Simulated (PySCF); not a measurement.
Run record: geometry optimisation, [In(NCS)4]- (`S=C=[N][In-]([N]=C=S)([N]=C=S)[N]=C=S`).

Computed with PBE0-D3(BJ)/def2-SVP geometry optimisation, gas phase, def2 core potentials past Kr (PySCF 2.14.0). Start geometry: GFN2-xTB. The input is one job of a driver script: a line of settings, then coordinates in Å.

Input:
```
{"job": {"xc": "PBE0", "basis": "def2-SVP", "d3": "d3bj", "grid": 1, "maxiter": 30, "shake": 0.03, "kind": "geom"}, "charge": -1, "multiplicity": 1}
In     0.071150    -0.077060    -0.003990
N      0.001520    -0.018610     1.989260
C     -0.064460    -0.012090     3.155030
S      0.073320     0.000500     4.735730
N      1.894900    -0.018100    -0.725730
C      3.018110     0.021100    -1.069070
S      4.544040     0.006120    -1.554970
N     -0.892760     1.659600    -0.698190
C     -1.515660     2.625280    -1.007170
S     -2.269480     3.877860    -1.542920
N     -0.962720    -1.650230    -0.667020
C     -1.501090    -2.607490    -1.029300
S     -2.366240    -3.858990    -1.559450
```

Output:
```
step   0  E = -2152.78716197  max force = 0.058384
step   1  E = -2152.80146288  max force = 0.009250
step   2  E = -2152.80278218  max force = 0.002230
step   3  E = -2152.80297499  max force = 0.001950
step   4  E = -2152.80300187  max force = 0.000734
step   5  E = -2152.80301706  max force = 0.000420
step   6  E = -2152.80302169  max force = 0.000434
step   7  E = -2152.80303151  max force = 0.000615
step   8  E = -2152.80304031  max force = 0.000592
step   9  E = -2152.80304940  max force = 0.000795
step  10  E = -2152.80305641  max force = 0.000678
step  11  E = -2152.80306372  max force = 0.000423
optimisation converged
```

Energies in Eh; «max force» is the largest Cartesian gradient component in Eh/bohr.

**Question.** Give the first gradient maximum in eV/Å.

**Answer.** With 1 Eh/bohr = 51.422 eV/Å, 3.002 eV/Å.

**Question.** How much energy does the optimisation release, in eV?

**Answer.** E(step 0) − E(last step) = 0.015902 Eh, which is 0.433 eV.

Summary of the converged run: final energy -2152.80306 Eh after 11 steps.

**Question.** Where do the atoms end?

**Answer.** 0.109 Å rms from the input after alignment:
```
atom  x, y, z in Å
In1   -0.0055   -0.0151    0.0204
N2    -0.0216   -0.0049    2.0886
C3    -0.0073    0.0066    3.2752
S4     0.0065    0.0222    4.8716
N5     1.9508   -0.0121   -0.6526
C6     3.0635   -0.0096   -1.0655
S7     4.5615   -0.0054   -1.6176
N8    -0.9846    1.6721   -0.6733
C9    -1.5283    2.6467   -1.0764
S10   -2.2608    3.9575   -1.6202
N11   -0.9799   -1.6998   -0.6816
C12   -1.5191   -2.6594   -1.1255
S13   -2.2446   -3.9509   -1.7208
```

Time: 7.1 min; peak memory 1.3 GiB. Hardware: one thread, Arm Neoverse V2 (aarch64), on a shared host.
Labels such as C1 count atoms from 1, the log's own numbers from 0.
